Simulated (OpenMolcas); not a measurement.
Mo5+ (d1) in a complex was computed by CASSCF with the d shell active (OpenMolcas, ANO-RCC-VDZP on the metal). Its lowest spin-free states, and all those of the highest spin:

```
2S+1  Degeneracy  E (cm-1)
   2           2       0.0
   2           3     19036
```

Problem. Is the site octahedral, tetrahedral or cube-like, axial, or of lower symmetry?

Solution. The states with 2S+1 = 2 have orbital degeneracies 2, 3. Threefold states need a cubic site. For d1 at this spin an octahedron puts the threefold T2 below the twofold E and a tetrahedron or cube puts the twofold E below the threefold T2, so the site is a tetrahedron or a cube, which this pattern cannot tell apart. The first gap at this spin, 19000 cm-1, is |10Dq| in ligand-field theory. The run had Mo5+ with 4 ligands (fluoride) in tetrahedral coordination (Td) at 1.77 Å. Ligand basis ANO-RCC-VDZP.

An orbital doublet at a regular site is open to a Jahn-Teller distortion, which this geometry leaves out. The least metal-like active orbital is 69 % on the metal (Löwdin) and no ligand orbital is active, so the numbers are rough. With metal d orbitals alone the field can be off either way by tens of per cent. Ligand-to-metal charge-transfer states are missing. No measured value stands beside these numbers; the geometry was imposed, not optimised, and the real ion may take another.
